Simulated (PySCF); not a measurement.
Species: C2H7O2PSi.
Cartesian coordinates in Å at the PBE0-D3(BJ)/def2-SVP level; atoms count from 1:
```xyz
13
C2H7O2PSi angstrom
C      2.5057    0.4983   -0.0982
C      1.3018   -0.3725    0.0800
O      1.3179   -1.5489    0.3433
O      0.1485    0.2931   -0.0803
Si    -1.2965   -0.6207    0.1165
P     -2.8895    0.8967   -0.3740
H      2.4685    0.9855   -1.0832
H      3.4187   -0.0989    0.0004
H      2.4930    1.2979    0.6573
H     -1.3616   -1.1455    1.5073
H     -1.3585   -1.7160   -0.8884
H     -2.8486    1.5013    0.9205
H     -3.9335   -0.0122   -0.0107
```

The closed-shell ground state was solved at several levels (PySCF, density fitting, gas phase, non-relativistic).

```json
{"level": "B97-2/pcSseg-1", "basis functions": "151", "HOMO (eV)": "-7.52", "LUMO (eV)": "-0.13", "gap (eV)": "7.39", "dipole (D)": "1.34"}
{"level": "BHandHLYP/pcSseg-1", "basis functions": "151", "HOMO (eV)": "-8.74", "LUMO (eV)": "1.11", "gap (eV)": "9.85", "dipole (D)": "1.40"}
{"level": "PBE0/6-31G", "basis functions": "76", "HOMO (eV)": "-7.60", "LUMO (eV)": "0.04", "gap (eV)": "7.64", "dipole (D)": "1.20"}
{"level": "LC-wPBE/pcSseg-1", "basis functions": "151", "HOMO (eV)": "-10.38", "LUMO (eV)": "2.34", "gap (eV)": "12.72", "dipole (D)": "1.30"}
{"level": "PBE0/STO-3G", "basis functions": "45", "HOMO (eV)": "-4.09", "LUMO (eV)": "3.95", "gap (eV)": "8.04", "dipole (D)": "1.28"}
{"level": "CAM-B3LYP/pcSseg-1", "basis functions": "151", "HOMO (eV)": "-9.00", "LUMO (eV)": "1.17", "gap (eV)": "10.17", "dipole (D)": "1.34"}
{"level": "wB97X-D/pcSseg-1", "basis functions": "151", "HOMO (eV)": "-9.59", "LUMO (eV)": "1.80", "gap (eV)": "11.39", "dipole (D)": "1.33"}
{"level": "mPW1PW91/pcSseg-1", "basis functions": "151", "HOMO (eV)": "-7.78", "LUMO (eV)": "-0.08", "gap (eV)": "7.70", "dipole (D)": "1.34"}
{"level": "PBE0/pcSseg-1", "basis functions": "151", "HOMO (eV)": "-7.75", "LUMO (eV)": "-0.05", "gap (eV)": "7.70", "dipole (D)": "1.34"}
{"level": "B3LYP/6-31G*", "basis functions": "106", "HOMO (eV)": "-7.35", "LUMO (eV)": "0.03", "gap (eV)": "7.38", "dipole (D)": "1.28"}
{"level": "B3LYP/def2-TZVP", "basis functions": "240", "HOMO (eV)": "-7.49", "LUMO (eV)": "-0.33", "gap (eV)": "7.16", "dipole (D)": "1.54"}
```

Q: What might B3LYP/cc-pVTZ (286 basis functions) give for the same quantities?

A: HOMO -7.48 eV, LUMO -0.27 eV, gap 7.21 eV, dipole 1.50 D.

Q: Over all these levels, which gives the widest orbital gap and which the narrowest?

A: LC-wPBE/pcSseg-1 (range-separated hybrid) has the widest, 12.72 eV, and B3LYP/def2-TZVP (global hybrid, 20 % exact exchange) the narrowest, 7.16 eV. Functional and basis both differ between the two, so the spread mixes both effects.

Q: How much does the basis alone move the frontier levels among the 3 PBE0 rows?

A: The HOMO by 3.66 eV and the LUMO by 4.00 eV. By rising basis size (HOMO, LUMO in eV): STO-3G -4.09, 3.95; 6-31G -7.60, 0.04; pcSseg-1 -7.75, -0.05.

Q: In the pcSseg-1 basis, how does the gap go with the fixed share of exact exchange?

A: B97-2 (21 %) 7.39 eV; mPW1PW91 (25 %) 7.70 eV; PBE0 (25 %) 7.70 eV; BHandHLYP (50 %) 9.85 eV. Each rise in the share widens the gap here.

Q: How far do the dipole and the HOMO energy spread over the levels?

A: The dipole runs from 1.20 to 1.54 D (mean 1.35 D) and the HOMO from -10.38 to -4.09 eV.

One conformer stands for the species.
